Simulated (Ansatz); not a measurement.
Si(OSiH3)2(NHSiH3)(Cl) (ClH10NO2Si4), SMILES [SiH3]N[Si](Cl)(O[SiH3])O[SiH3]. Atoms are numbered in the order given.

```xyz
18

Si    -2.2264    -1.8617     0.8984
N     -0.4993    -1.5880     0.7527
Si     0.2217    -0.1165     0.2953
Cl     0.9878    -0.1284    -1.6439
O      1.4850     0.2634     1.2664
Si     2.9643     1.0408     1.1935
O     -0.9776     1.0018     0.3286
Si    -1.6054     2.2595    -0.5785
H     -2.4161    -3.3336     1.0523
H     -2.9385    -1.3905    -0.3250
H     -2.8260    -1.1738     2.0803
H      0.1137    -2.3603     1.0020
H      2.8302     2.3451     0.4823
H      3.9566     0.1834     0.4853
H      3.4099     1.2743     2.5933
H     -2.6957     2.8769     0.2229
H     -0.5447     3.2717    -0.8518
H     -2.1492     1.7438    -1.8664
```
Charge 0, spin multiplicity 1.

Geometry: r2SCAN-D4/def2-SVP. The values are those of a single conformer.

Two levels are set side by side: PBE-D3(BJ)/def2-SVP (Ansatz, a quantum-chemistry and plane-wave program) and r2SCAN-D4/def2-SVP (Ansatz). Each level has its own optimised geometry; the coordinates shown are those of the second. Differences are taken from unrounded values.

```tsv
quantity	r2SCAN-D4	PBE-D3(BJ)	PBE-D3(BJ) minus r2SCAN-D4
mean bond length (Å)	1.565	1.576	0.012
bond Si1–N2 (Å)	1.755	1.765	0.011
bond N2–Si3 (Å)	1.701	1.711	0.010
bond Si3–Cl4 (Å)	2.085	2.096	0.010
bond Si3–O5 (Å)	1.638	1.654	0.016
bond Si3–O7 (Å)	1.640	1.656	0.016
bond O5–Si6 (Å)	1.673	1.689	0.016
bond O7–Si8 (Å)	1.673	1.688	0.016
bond Si1–H9 (Å)	1.492	1.503	0.011
bond Si1–H10 (Å)	1.492	1.502	0.010
bond Si1–H11 (Å)	1.493	1.504	0.011
bond N2–H12 (Å)	1.017	1.023	0.006
bond Si6–H13 (Å)	1.492	1.503	0.012
bond Si6–H14 (Å)	1.490	1.502	0.011
bond Si6–H15 (Å)	1.487	1.499	0.012
bond Si8–H16 (Å)	1.487	1.499	0.012
bond Si8–H17 (Å)	1.491	1.503	0.012
```

On these quantities the two levels nearly agree.
